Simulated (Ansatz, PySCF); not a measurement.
C2H3ClFIn (SMILES C=[CH][In]([F])[Cl]), singlet, geometry from GFN2-xTB (such geometries of metal compounds can be far from the true shape) (all electrons, no relativity), with bond 6-4 at 1.8 times its length. Base run: CASSCF(4,3)/STO-3G (PySCF).

Here is a job for PySCF.
```python
from pyscf import gto, scf, mcscf
import numpy

mol = gto.Mole()
mol.atom = '''
    In   -0.07179626   -0.13690190    0.13177180
    F    -0.74860769   -1.38757929    1.52082593
    Cl    0.65714310    1.86121984    1.03391519
    C    -0.25233904   -1.11237098   -1.86172087
    C     0.11880281   -0.52109555   -2.97170162
    H    -1.00844490   -2.89809151   -1.74089835
    H     0.02164986   -1.01539432   -3.93166503
    H     0.53601882    0.47630089   -2.99401287
'''
mol.basis = 'sto-3g'
mol.verbose = 4
mol.build()

mf = scf.RHF(mol)
mf.kernel()
mc = mcscf.CASSCF(mf, 3, 4)
mc.fix_spin_(ss=0.0)
mc.kernel()
occ = numpy.linalg.eigvalsh(mc.fcisolver.make_rdm1(mc.ci, mc.ncas, mc.nelecas))[::-1]
ss = mc.fcisolver.spin_square(mc.ci, mc.ncas, mc.nelecas)[0]
print('natural occupations', occ.round(4), ' <S^2>', round(ss, 4))
```

Programs used: Ansatz (a program for electronic structure), PySCF; a row that names a program was run with it.

The base run was repeated with changes; each row names its change, and settings that it needs were set with it.

```csv
change,ΔE vs base (mEh),natural occupations,<S^2> of the state
base,0.000,2.00 1.73 0.27,0.00
correction = SC-NEVPT2,-153.7,2.00 1.73 0.27,0.00
orbitals = fixed (CASCI); correction = SC-NEVPT2,-146.8,2.00 1.91 0.09,0.00
"active space = 8 electrons, 8 orbitals",-78.951,1.97 1.94 1.88 1.73 0.27 0.12 0.06 0.02,0.00
state_average = 2 states,10.638,-,-
"active space = 8 electrons, 9 orbitals",-80.532,1.97 1.94 1.89 1.73 0.27 0.11 0.06 0.02 0.00,0.00
orbitals = fixed (CASCI),61.079,2.00 1.91 0.09,0.00
solver = newton,-0.008,2.00 1.73 0.27,0.00
"code = ansatz; correction = SC-NEVPT2, all electrons",-158.2,-,-
conv_tol = 1e-5,0.000,2.00 1.73 0.27,0.00
"active space = 2 electrons, 3 orbitals",0.032,1.73 0.27 0.00,0.00
```

Active orbitals are taken around the Fermi level unless the row says otherwise; CASSCF can end in different local minima, and two programs can end on different orbitals. State-averaged rows give the lowest state.
